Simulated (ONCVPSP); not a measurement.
## W ONCV: all-electron and pseudo phase curves

tungsten (W), optimised norm-conserving Vanderbilt (ONCV), made with ONCVPSP 4.0.1 (PBE, scalar-relativistic). Core [Xe] 4f14, reference 5d4 6s1.75 6p0.25. Waves: 6s: rc 2.60 bohr, ncon 3, nbas 6, qcut 2.2 1/bohr, 2 projectors, debl 0.6 Ha; 6p: rc 4.00 bohr, ncon 5, nbas 10, qcut 1.7 1/bohr, 2 projectors, debl 1.9 Ha; 5d: rc 2.35 bohr, ncon 4, nbas 8, qcut 5.8 1/bohr, 2 projectors, debl 1.3 Ha. Local part: polynomial inside 1.85 bohr (lpopt 5, dvloc0 0 Ha). Core correction: none.

The phase is arctan(r·R′/R) of the radial function R(r), unwrapped; energies in Ha, scanned from -2 to 5 Ha. A pole is an energy at which the radial function vanishes at the test radius. The pseudo phase is shifted by a multiple of π to meet the all-electron one at the reference energy, and phase errors are pseudo minus all-electron; the curves can meet again beyond the range given. Levels narrower than the energy grid can be missing from the lists of poles. Where the grid stepped over a known ghost or core level, its pole and its step of π were put in at the level’s energy.

```csv
channel,radius (bohr),reference energy (Ha),"poles, all-electron","poles, pseudo",unbroken range about the reference energy with phases within 0.05 rad,phase error 1 Ha above the reference energy (rad)
s,2.63,-0.22,1.06,"-0.58, 1.05, 4.25",-0.6 to 2.3,-0.000
p,4.05,-0.06,"-1.60, 0.32, 2.04, 4.61","0.32, 1.56, 2.05, 4.27",-1.6 to 0.7,-0.378
d,2.38,-0.18,"0.29, 4.41","0.29, 4.35",the whole range,-0.000
```

Note: ghosts flagged at negative energy: s at -15.8 eV; GHOST(+) flagged for p at 43.0 eV. A true bound ghost makes a file unfit for plane-wave use.

Phases in the s channel:

```tsv
E (Ha)	all-electron	pseudo
-1.98	1.291	4.427
-1.62	1.234	4.371
-1.26	1.134	4.272
-0.90	0.918	4.055
-0.54	0.257	0.268
-0.18	-0.862	-0.862
0.18	-1.287	-1.287
0.54	-1.450	-1.450
0.90	-1.540	-1.540
1.26	-1.607	-1.608
1.62	-1.671	-1.674
1.98	-1.750	-1.763
2.34	-1.883	-1.947
2.70	-2.247	-2.813
3.06	-3.550	-4.253
3.42	-4.280	-4.527
3.78	-4.476	-4.630
4.14	-4.562	-4.694
4.50	-4.613	-4.752
4.86	-4.649	-4.823
```
